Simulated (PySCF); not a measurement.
CH6ClNSi3, SMILES [SiH3][Si@@H]1N=C[Si@@H]1Cl.

The structure is a stationary point at ωB97X-D3(BJ)/def2-SVP. The structure was generated by enumeration; whether it is a known compound was not checked.

The numbers are results of TDA-B3LYP/def2-SVPD in PySCF 2.14.0, not measurements.

Vertical excitations. The molecule is in vacuum.

```
state  energy (eV)  λ (nm)      f                                                main pairs
-----  -----------  ------  -----  --------------------------------------------------------
S1            3.54     350  0.001                                            HOMO→LUMO 97 %
S2            4.64     267  0.004                                          HOMO−1→LUMO 97 %
S3            4.97     250  0.012                                          HOMO→LUMO+1 96 %
S4            5.30     234  0.006                                          HOMO→LUMO+2 94 %
S5            5.37     231  0.008                                          HOMO→LUMO+3 92 %
S6            5.72     217  0.010                      HOMO−2→LUMO 43 %, HOMO−1→LUMO+1 42 %
S7            5.92     209  0.060  HOMO−2→LUMO 45 %, HOMO−1→LUMO+1 32 %, HOMO−1→LUMO+3 10 %
S8            6.00     207  0.003                                          HOMO→LUMO+4 88 %
S9            6.17     201  0.072                                        HOMO−1→LUMO+2 82 %
S10           6.35     195  0.101                                        HOMO−1→LUMO+3 61 %
T1            2.80     442      0                                            HOMO→LUMO 96 %
T2            4.28     289      0                                          HOMO−1→LUMO 87 %
T3            4.64     267      0                                          HOMO−2→LUMO 55 %
T4            4.70     264      0                                          HOMO→LUMO+1 82 %
```
Triplets are in the Tamm–Dancoff approximation.
